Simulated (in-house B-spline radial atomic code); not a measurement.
Values are calculated unless marked as measured or tabulated.
# C in an electron gas of r_s = 2.67: phase shifts, screening, friction and resistivity

A nucleus sits in a uniform electron gas with a rigid positive background. The Kohn-Sham equations are solved self-consistently in the spin-unpolarised LDA (PW92), non-relativistic, on B-splines with outgoing waves at the boundary and partial waves to l = 8. The model has no lattice, no bands and no magnetic solution. Atomic units; δ_l are the phase shifts at the Fermi level, counted so that each bound state adds π, and good to about 0.0005.

The density parameter is r_s = 2.67 bohr, near that of the valence electrons of Cu (1 per atom, density 8.96 g/cm³, mass 63.55 u, which gives r_s = 2.67).

```json
{"l": "0", "δ_l (rad)": "4.5748"}
{"l": "1", "δ_l (rad)": "1.6198"}
{"l": "2", "δ_l (rad)": "-0.0045"}
{"l": "3", "δ_l (rad)": "0.0016"}
{"l": "4", "δ_l (rad)": "0.0005"}
{"l": "5", "δ_l (rad)": "0.0002"}
{"l": "6", "δ_l (rad)": "0.0002"}
{"l": "7", "δ_l (rad)": "0.0001"}
{"l": "8", "δ_l (rad)": "0.0001"}
```

Bound levels below the band bottom (hartree): s -9.391, s -0.1045.

Problem. Check the Friedel sum rule, and say where the screening charge sits.

Solution. k_F = (9π/4)^(1/3)/r_s = 0.71879. The rule is Z = (2/π) Σ (2l + 1) δ_l. The terms are s 2.912, p 3.094, d -0.014, f 0.007 and 0.008 beyond, in all 6.007 against Z = 6. Bound states hold 4 s, 0 p, 0 d electrons, so the scattering states carry 2.01 in all; where a term is smaller than its bound count, the bound level has drawn weight out of the band.

Problem. Find the transport cross section and the electronic stopping of a 1 keV C ion (mass 12.01 u).

Solution. σ_tr = (4π/k_F²) Σ (l + 1) sin²(δ_l − δ_(l+1)). The terms for l = 0 to 3 are 0.0344, 1.9943, 0.0001, 0.0000, all together 2.0288, so σ_tr = 24.323 × 2.0288 = 49.346 bohr². With n = 3/(4π r_s³) = 0.01254, the friction coefficient is Q = n k_F σ_tr = 0.4449. For v well below v_F = 0.719, dE/dx = Q v; with 24801 eV per u at v = 1, v = √(1000/(24801 × 12.01)) = 0.0579, so dE/dx = 0.02578 hartree/bohr = 13.3 eV/nm. The largest term couples the p and d waves.

Problem. What residual resistivity would 1 atomic per cent of such centres give in Cu?

Solution. Δρ = k_F n_i σ_tr/n in atomic units of 21.74 μΩ·cm. With one host atom per 1 electron, n_i/n = 0.01/1, so Δρ = 0.7188 × 0.01000 × 49.346 × 21.74 = 7.71 μΩ·cm. This is an atom added to the gas, as on an interstitial site.

Problem. On a substitutional site the background of one host ion, a sphere holding 1 charge, is taken out. The phase shifts for l = 0 to 4 become 4.4956, 1.2495, -0.0611, -0.0104, -0.0010. What follows?

Solution. The Friedel sum is now 5.00, for Z − 1 = 5. The sum in σ_tr is 1.8866, so σ_tr = 45.89 bohr² and Δρ = 7.17 μΩ·cm per atomic per cent, 0.93 times the value above. A real host ion scatters too, so this model doesn't give zero even for the host's own atom.
